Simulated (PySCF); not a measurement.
Estimate the missing entries of this data sheet.

Compound: C6H9NS.
Z-matrix (Å and degrees, GFN2-xTB geometry), rows numbered from 1:
```
C 
N   1  1.4447
C   2  1.4432  1  115.77
C   2  1.3750  1  117.09  3  -145.81
C   4  1.3678  2  128.89  1   -18.31
C   5  1.4135  4  112.91  2  -175.77
C   6  1.3523  5  113.49  4    -0.59
S   7  1.7294  6  111.52  5     0.10
H   1  1.0974  2  112.57  3    79.98
H   1  1.0887  2  109.53  3  -158.85
H   1  1.0885  2  108.66  3   -40.61
H   3  1.0977  2  112.59  1   -75.55
H   3  1.0896  2  109.29  1   163.92
H   3  1.0892  2  108.97  1    45.36
H   5  1.0738  4  124.35  2     4.16
H   6  1.0759  5  123.08  4   179.65
H   7  1.0709  6  129.49  5   179.73
```

```csv
property,level,value
point group of the GFN2-xTB geometry,GFN2-xTB,C1
"rotational constants A, B, C of the GFN2-xTB geometry",GFN2-xTB,?
dipole moment,wB97X-D/def2-SVPD,1.85 D
HOMO energy,wB97X-D/def2-SVPD,?
LUMO energy,wB97X-D/def2-SVPD,1.80 eV
lowest singlet excitation,TDDFT wB97X-D/def2-SVPD,?
lowest triplet excitation (Tamm–Dancoff),TDA wB97X-D/def2-SVPD,3.46 eV
static isotropic polarisability,wB97X-D/def2-SVPD,97.4 au
electronic spatial extent ⟨r²⟩ about the centre of nuclear charge,wB97X-D/def2-SVPD,?
13C chemical shifts (computed TMS as zero) by class,GIAO PBE0/pcSseg-1,"165.4 (C4), 131.8 (C6), 115.9 (C7), 103.2 (C5), 43.3 (C1/C3) ppm"
1H chemical shifts (computed TMS as zero) by class,GIAO PBE0/pcSseg-1,?
"isotropic shieldings of nuclei other than C and H, by class",GIAO PBE0/pcSseg-1,"194 (N2), 322 (S8) ppm"
```

The electronic properties come from PySCF, for the isolated species, density fitting. Geometry: GFN2-xTB; no solvent or vibrations. NMR classes are plain means over equivalent atoms (diastereotopic ones count apart unless rotation or inversion swaps them), as if these changed places fast; in this geometry the members of some classes differ.

(1) The rotational constants A, B, C of the GFN2-xTB geometry?

(2) The lowest singlet excitation?

(3) The electronic spatial extent ⟨r²⟩ about the centre of nuclear charge?

(4) The 1H chemical shifts (computed TMS as zero) by class?

(5) Give the HOMO energy.

Results:

(1) 3.414, 1.448, 1.035 GHz.

(2) 4.93 eV (251 nm, f = 0.193).

(3) 1147 bohr².

(4) 6.87 (H16), 6.29 (H17), 5.87 (H15), 2.89 (H9/H10/H11/H12/H13/H14) ppm.

(5) -7.14 eV.

The largest Löwdin shares of the HOMO are 0.26 on N2, 0.19 on C7, 0.16 on C5 and 0.12 on C4. The dipole matches unit charges of opposite sign 0.39 Å apart (1 e·Å = 4.8032 D). A dipole of 1.85 D is allowed in C1, and pure rotational transitions are dipole-allowed. In wavenumbers S1 is 39800 cm⁻¹ (1 eV = 8065.54 cm⁻¹).

For the TDDFT job (wB97X-D/def2-SVPD), the run took 57 s on Arm Neoverse V1, one thread, shared host.
